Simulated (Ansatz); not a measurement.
Reaction (formal exchange of groups at the Si–B bond): `OB([SiH3])CF` + `FB1CS1` → `FB1SC1[SiH3]` + `OBCF`

Calculated with Ansatz (gas phase, PBE0-D4/def2-TZVP geometries, no zero-point term in ΔE). CCSD(T)/CBS adds triple-zeta CCSD(T) − MP2 to the extrapolated MP2 energy (def2 sets, frozen cores). Functionals use def2-TZVPP. B3LYP here is the variant with VWN-RPA as its local correlation; programs differ in this. One conformer a species, not always the lowest.

Is it downhill or uphill in electronic energy at CCSD(T)/CBS, and by how much? (Estimate.)

Computed: Downhill: ΔE = -0.28 eV.

What do these levels give: r2SCAN-D4, PBE, B3LYP, CCSD/def2-TZVPP, CCSD(T)/def2-TZVPP, MP2/CBS(def2)? (Estimate.)

Ansatz gave: r2SCAN-D4 -0.21, PBE -0.13, B3LYP -0.23, CCSD/def2-TZVPP -0.27, CCSD(T)/def2-TZVPP -0.26, MP2/CBS(def2) -0.37 eV.

Largest T1 diagnostic among the species: 0.014.

From PBE to PBE0 (25 % exact exchange), in def2-TZVPP and without D4, ΔE moves by −0.05 eV.
